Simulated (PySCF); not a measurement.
Molecule: SMILES c1c(COC)cccc1 (C8H10O), singlet. Atoms near the plane z = 0.0 Å, at the GFN2-xTB optimised geometry (x, y, z in Å): O2 (-0.9, -2.8, 1.0), C3 (-1.4, -1.9, 0.0), C4 (-0.7, -0.6, 0.0), C5 (-1.4, 0.7, 0.0), C6 (-0.7, 1.8, 0.0), C7 (0.7, 1.8, 0.0), C8 (1.4, 0.6, 0.0), C9 (0.7, -0.6, 0.0), H13 (-1.3, -2.4, -1.0), H14 (-2.5, -1.7, 0.2), H15 (-2.4, 0.7, 0.0), H16 (-1.2, 2.8, 0.0), H17 (1.3, 2.8, 0.0), H18 (2.5, 0.6, 0.0), H19 (1.2, -1.5, 0.0).

Computed with PBE0/def2-SVP (PySCF). Cells within 0.4 Å of a nucleus heavier than hydrogen are left out (blank, or x). The values are rescaled to run from 0 to 1.

```
|00000000000000000000000000000|
|00000000000000000000000000000|
|00000000011211001111000000000|
|00000000233432223333210000000|
|00000001345554345555320000000|
|00000002467776556776431000000|
|00000013578987678997531000000|
|00000013579998889997532000000|
|000001235789x999x987532100000|
|000012445789xx9xxx87544210000|
|00012456789999999998765421000|
|00013578899998789999887531000|
|0002457999xx97678xxx998642000|
|0001357899x9987799x9997542000|
|00013467789999889998876531000|
|000123456789xx99x987654320000|
|000124556789xx9xxx87543200000|
|00013567789999899997532000000|
|00024678999998778997531000000|
|000246899xxx87667886531000000|
|0002357899x986556665420000000|
|00013456788876544443210000000|
|00001345677776543222100000000|
|00000123456666532100000000000|
|00000012345555420000000000000|
|00000000234443210000000000000|
|00000000012221000000000000000|
|00000000000000000000000000000|
|00000000000000000000000000000|
```
Scale: ten equal steps from 0.000 (start of '0') to 1.00 (end of '9'), in the order '0123456789'; x runs from -5.00 to 5.00, y from -5.00 (bottom) to 5.00 (top).

Question: Which quantity is mapped?
A. electron localisation function
B. deformation density (molecule minus spherical neutral atoms)
C. an orbital amplitude
D. log10 of the electron density

Answer: D, log10 of the electron density. In full: log10 of the electron density (e/bohr³), floored at −4.
